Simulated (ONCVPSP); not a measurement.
# oxygen: from the effect back to the setting (ONCV)

Base potential:

oxygen, optimised norm-conserving Vanderbilt (ONCV), made with ONCVPSP 4.0.1 (PBEsol, scalar-relativistic). Core [He], reference 2s1 2p5. Waves: 2s: rc 0.65 bohr, ncon 4, nbas 7, qcut 8.2 1/bohr, 1 projector; 2p: rc 2.20 bohr, ncon 4, nbas 9, qcut 4.9 1/bohr, 1 projector. Local part: polynomial inside 0.45 bohr (lpopt 5, dvloc0 0 Ha). Core correction: Teter function, fcfact 4, rcfact 1.25.

Cutoffs, loose and tight: the cutoffs (Ha) at which the residual kinetic energy of the hardest occupied pseudo-wave falls to 1 and 0.1 mHa per electron. They do not see the model core or the augmentation charge, which bear on the density cutoff. Test errors are all-electron minus pseudo excitation energies from the reference, over the configurations 2s2 2p4; 2s2 2p3; 2s2 2p2; 2s2 2p3.5; variants that change the core or the reference have their own tests. The largest error is taken over the tests solved by every variant that gives reliable tests at all, those not shown here included: 2s2 2p3; 2s2 2p3.5; 2s2 2p4.

Only the p radius is moved (3 further runs of the sweep failed or gave no value and are left out):

| p radius (bohr) | cutoff, loose | cutoff, tight | bound ghosts | largest test error (meV) | median size of the test errors |
| --- | --- | --- | --- | --- | --- |
| 1.54 | 106 Ha | 178 Ha | none | +229 | 147.6 meV |
| 1.82 | 50 Ha | 178 Ha | none | +337 | 210.1 meV |
| 2.18 | 50 Ha | 178 Ha | none | +490 | 295.4 meV |
| 2.48 | 50 Ha | 178 Ha | none | +626 | 376.7 meV |

Q: One more run gave cutoff, loose: 50 Ha; cutoff, tight: 178 Ha; bound ghosts: none; largest test error (meV): +446; median size of the test errors: 271.2 meV. Which value of the p radius was used?

A: 2.08 bohr. The median size of the test errors moves one way along this sweep, from 147.6 meV at 1.54 to 376.7 meV at 2.48 bohr, which places the run between 1.82 and 2.18 bohr.
